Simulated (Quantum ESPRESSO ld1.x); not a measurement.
Q: All-electron atom: Ba in [Kr] 4d10 5s2 5p4 6s2 7s2 (not the ground configuration). Method: Dirac Kohn-Sham, LDA (Slater exchange, Gunnarsson-Lundqvist correlation), spin-unpolarised, spherical densities, point nucleus; open shells fill j = l - 1/2 first; computed with ld1.x of Quantum ESPRESSO 7.5. Some entries of the table are withheld. Estimate them.

| orbital | occ. | eigenvalue (eV) | <1/r> (bohr^-1) | <r^2> (bohr^2) |
|---|---|---|---|---|
| 1s1/2 | 2 | -37207.4 | 60.65 | 0.0008897 |
| 2s1/2 | 2 | -5893.80 | 14.24 | 0.01417 |
| 2p1/2 | 2 | (1) | 14.23 | 0.01042 |
| 2p3/2 | 4 | (2) | 12.99 | 0.01169 |
| 3s1/2 | 2 | -1256.60 | 5.113 | 0.09758 |
| 3p1/2 | 2 | -1114.27 | (3) | 0.09230 |
| 3p3/2 | 4 | -1040.60 | (4) | 0.1001 |
| 3d3/2 | 4 | -789.961 | 4.583 | 0.08270 |
| 3d5/2 | 6 | -774.238 | 4.505 | 0.08492 |
| 4s1/2 | 2 | -259.109 | 2.107 | 0.5128 |
| 4p1/2 | 2 | -207.334 | (5) | 0.5522 |
| 4p3/2 | 4 | -191.827 | (6) | 0.5964 |
| 4d3/2 | 4 | -107.076 | 1.676 | 0.7300 |
| 4d5/2 | 6 | -104.434 | 1.650 | 0.7482 |
| 5s1/2 | 2 | (7) | 0.8382 | 2.822 |
| 5p1/2 | 2 | (8) | 0.7468 | 3.510 |
| 5p3/2 | 2 | (9) | 0.7134 | 3.796 |
| 6s1/2 | 2 | (10) | 0.3497 | 15.20 |
| 7s1/2 | 2 | -2.0321 | 0.1517 | 75.98 |

A: 
(1) 2p1/2 eigenvalue (eV): -5555.31
(2) 2p3/2 eigenvalue (eV): -5174.05
(3) 3p1/2 <1/r> (bohr^-1): 5.029
(4) 3p3/2 <1/r> (bohr^-1): 4.720
(5) 4p1/2 <1/r> (bohr^-1): 2.002
(6) 4p3/2 <1/r> (bohr^-1): 1.900
(7) 5s1/2 eigenvalue (eV): -47.5175
(8) 5p1/2 eigenvalue (eV): -33.2229
(9) 5p3/2 eigenvalue (eV): -30.7895
(10) 6s1/2 eigenvalue (eV): -9.2530
